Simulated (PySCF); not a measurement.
## Spin states of SnBi

Unrestricted PBE0; PySCF, scalar-relativistic core potentials, basis sets Sn cc-pVDZ-PP with ECP28, Bi cc-pVDZ-PP with ECP60. Outer shells of the fragments: Sn 4d10 5s2 5p2; Bi 5d10 6s2 6p3.

Followed along the bond (rough minima from three points):

```json
{"2Ms+1": "2", "unpaired": "π ↑", "⟨S²⟩ at the start": "0.89", "R at minimum (Å)": "2.72", "Te (eV)": "0.00"}
{"2Ms+1": "2", "unpaired": "σ ↑", "⟨S²⟩ at the start": "1.19", "R at minimum (Å)": "2.61", "Te (eV)": "0.40"}
{"2Ms+1": "4", "unpaired": "π ↑↑↑", "⟨S²⟩ at the start": "3.76", "R at minimum (Å)": "3.00", "Te (eV)": "0.81"}
{"2Ms+1": "2", "unpaired": "π ↑↑↓", "⟨S²⟩ at the start": "1.76", "R at minimum (Å)": "3.01", "Te (eV)": "1.15"}
{"2Ms+1": "4", "unpaired": "σ ↑, π ↑↑", "⟨S²⟩ at the start": "3.76", "R at minimum (Å)": "2.85", "Te (eV)": "1.37"}
```

Solutions found at the starting distance of 2.810 Å, counted from the lowest of them; the search is not exhaustive and high or unbound solutions are not listed, so other states can lie among these:

```json
{"2Ms+1": "2", "unpaired": "π ↑", "term": "²Π", "E (eV)": "0.00", "⟨S²⟩": "0.89", "⟨Lz²⟩": "1.00", "μ (D)": "-0.86"}
{"2Ms+1": "2", "unpaired": "σ ↑", "term": "mixed", "E (eV)": "0.57", "⟨S²⟩": "1.19", "⟨Lz²⟩": "0.00", "μ (D)": "-0.81"}
{"2Ms+1": "4", "unpaired": "π ↑↑↑", "term": "⁴Π", "E (eV)": "0.89", "⟨S²⟩": "3.76", "⟨Lz²⟩": "1.00", "μ (D)": "0.32"}
{"2Ms+1": "2", "unpaired": "π ↑↑↓", "term": "mixed", "E (eV)": "1.23", "⟨S²⟩": "1.76", "⟨Lz²⟩": "3.01", "μ (D)": "0.31"}
{"2Ms+1": "4", "unpaired": "σ ↑, π ↑↑", "term": "mixed", "E (eV)": "1.35", "⟨S²⟩": "3.76", "⟨Lz²⟩": "2.01", "μ (D)": "-0.27"}
{"2Ms+1": "2", "unpaired": "σ ↓, π ↑↑", "term": "mixed", "E (eV)": "1.75", "⟨S²⟩": "1.76", "⟨Lz²⟩": "2.01", "μ (D)": "-0.22"}
{"2Ms+1": "6", "unpaired": "σ ↑, π ↑↑↑↑", "term": "⁶Σ⁺", "E (eV)": "2.11", "⟨S²⟩": "8.76", "⟨Lz²⟩": "0.00", "μ (D)": "2.46"}
{"2Ms+1": "2", "unpaired": "π ↑", "term": "mixed", "E (eV)": "2.26", "⟨S²⟩": "0.75", "⟨Lz²⟩": "3.01", "μ (D)": "0.33"}
{"2Ms+1": "4", "unpaired": "σ ↓, π ↑↑↑↑", "term": "mixed", "E (eV)": "2.94", "⟨S²⟩": "4.77", "⟨Lz²⟩": "0.00", "μ (D)": "2.72"}
{"2Ms+1": "4", "unpaired": "σ ↑, π ↑↑", "term": "⁴Σ⁻", "E (eV)": "3.57", "⟨S²⟩": "3.75", "⟨Lz²⟩": "0.00", "μ (D)": "-0.35"}
```

A term symbol is given only where ⟨S²⟩ and ⟨Lz²⟩ are close to those of a pure state; real π, δ and φ orbitals otherwise mix terms. A positive dipole means Sn(−)Bi(+).

Compare the gap between the two lowest followed solutions at the starting distance with the gap between their minima.

At PBE0 the second solution (Ms = 0.5 of mixed spin, unpaired electrons σ ↑) lies +0.57 eV from the first (doublet, unpaired electrons π ↑) at 2.810 Å and +0.40 eV at the minima; the two curves relax by different amounts, since their minima lie near 2.61 and 2.72 Å.

Spin–orbit coupling is left out, which matters for elements this heavy, above all for dissociation energies. Counting both spins, an empty level lies below a filled one in some of these solutions, because spin and occupation are held.
